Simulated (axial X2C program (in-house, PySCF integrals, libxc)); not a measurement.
## HNdH: the levels of the configuration f2 s1 d(πδ)1

Calculated with an axial X2C code built on PySCF integrals: two-component X2C with atomic mean-field Coulomb and Gaunt terms, basis H dyall-v3z, Nd dyall-v3z (cores contracted in-house). Orbitals come from Hartree–Fock averaged over the configuration Nd f2 s1 d(πδ)1; CI then distributes these electrons over the f, s, d(πδ) shells of Nd.

H–Nd–H held linear, both bonds 2.053 Å (near the minimum of the configuration average).

Active spinors (ω > 0):

```csv
shell,ω,ε (eV),character
f,1/2,-0.43,92% Nd f
f,5/2,-0.35,100% Nd f
f,3/2,-0.19,100% Nd f
f,7/2,-0.02,100% Nd f
f,5/2,0.10,100% Nd f
f,1/2,0.22,99% Nd f
f,3/2,0.30,100% Nd f
s,1/2,-2.90,"50% Nd s, 43% Nd d, 6% H s"
d(πδ),3/2,0.34,100% Nd d
d(πδ),5/2,0.46,100% Nd d
d(πδ),1/2,0.88,95% Nd d
d(πδ),3/2,0.94,95% Nd d
```

Lowest levels of this model:

```
Ω  energy (cm⁻¹)     g∥  configuration
3              0   2.21     100% f3 s1
4            477   6.07     100% f3 s1
5           1260   9.93     100% f3 s1
0           1406   0.00     100% f3 s1
1           1604   3.25     100% f3 s1
2           2175   4.27     100% f3 s1
6           2455  13.86     100% f3 s1
4           2572   5.39      99% f3 s1
2           2597   2.68      99% f3 s1
0           2916   0.00      99% f3 s1
3           2977   5.71      99% f3 s1
1           3105   1.97      99% f3 s1
4           3673   5.31      99% f3 s1
7           3955  17.77      99% f3 s1
3           3987   7.61      99% f3 s1
5           4008   9.54      99% f3 s1
5           4109   8.75      99% f3 s1
4           4135   8.58      99% f3 s1
2           4200   4.79      99% f3 s1
1           4434   1.65      99% f3 s1
0           4527   0.00      99% f3 s1
0           4773   0.00      99% f3 s1
1           5111   2.43      99% f3 s1
5           5435  11.61      99% f3 s1
6           5439  12.69      99% f3 s1
3           5646   5.04      99% f3 s1
2           5861   4.47      99% f3 s1
6           5919  13.57      99% f3 s1
0           5993   0.00      99% f3 s1
7           6707  16.23      99% f3 s1
```

g∥ is the magnitude of 2⟨Lz + ge Sz⟩ for the +Ω component.

Task: From Ω and g∥ of the lowest level, whose 2⟨Lz + ge Sz⟩ is positive, find ⟨Sz⟩ and ⟨Lz⟩ (ge = 2.0023).

Result: Ω = ⟨Lz⟩ + ⟨Sz⟩ = 3 and ⟨Lz⟩ + ge⟨Sz⟩ = 1.105, so ⟨Sz⟩ = -1.89 and ⟨Lz⟩ = 4.89.

Occupations of the active spinors in the lowest level by ω, shell by shell in order of energy: -7/2: 0.00; -5/2: 0.00 0.00 0.00; -3/2: 0.01 0.02 0.00 0.00; -1/2: 0.94 0.03 0.98 0.00; 1/2: 0.01 0.02 0.01 0.00; 3/2: 0.93 0.04 0.00 0.00; 5/2: 0.93 0.06 0.00; 7/2: 0.02. The leading determinant has weight 0.84 among 846.

This point took 1.5 s on 1 thread of Intel(R) Xeon(R) 6975P-C (Granite Rapids) (shared host).

Dynamic correlation is missing, so gaps between terms are too wide and other configurations may lie lower; the lowest level listed is that of this model, not necessarily the ground state. The lowest levels belong to f3 s1, not to the averaged configuration, so orbitals and distance suit them less well. At most 4 roots were kept for each Ω > 0 (twice that for Ω = 0) within 2.2 eV of the lowest, so higher up levels can be missing between those listed; levels with Ω > 0 are doubly degenerate and listed once, Ω = 0 levels singly. The molecule was held linear; bending was not examined.
